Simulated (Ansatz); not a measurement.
Ansatz results at the PBE0-D4/def2-TZVP geometry: size of the dipole moment (B3LYP/def2-TZVPP) 2.29 D; HOMO energy (ωB97M-V/def2-TZVPP) -10.83 eV; HOMO energy (PBE0/def2-TZVPP) -8.41 eV.

Each molecule was computed in one conformer, which needn't be the lowest.

(1) Which molecule gave them?
A. `OC1([SiH2]F)BC1`
B. `FC[O][GaH][F]`
C. `C[SiH2]C(C)S`
D. `BC(N)=[Se]`

## Answers

(1) B. The others give `C[SiH2]C(C)S`: 0.98, -8.88, -6.66; `OC1([SiH2]F)BC1`: 1.48, -9.43, -7.14; `BC(N)=[Se]`: 4.47, -8.76, -6.71.

B3LYP here is the variant with VWN-RPA as its local correlation; programs differ in this.
